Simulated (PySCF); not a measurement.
A structure optimised at B3LYP-D3(BJ)/def2-SVP, used in a PySCF frequency run:

```
C
C 1 1.4686
H 2 1.0925 1 120.02
H 2 1.0925 3 118.52 1 166.37
C 1 1.5232 2 113.63 3 -162.40
H 5 1.0992 1 110.78 2 -173.11
H 5 1.0992 6 108.48 1 -122.00
H 5 1.1028 6 108.66 7 -117.83
C 1 1.5232 2 113.63 3 -31.44
H 9 1.0992 1 110.78 2 173.11
H 9 1.0992 10 108.48 1 122.00
H 9 1.1028 10 108.66 11 117.83
Cl 1 1.9217 2 104.53 3 83.08
```
Charge 0, spin multiplicity 2.

### Question
Write its SMILES, formula and point group.

### Answer
[CH2]C(C)(C)Cl, C4H8Cl, Cs

### Question
What are its rotational constants (standard atomic weights)?

### Answer
4.6223, 3.0286, 2.9551 GHz
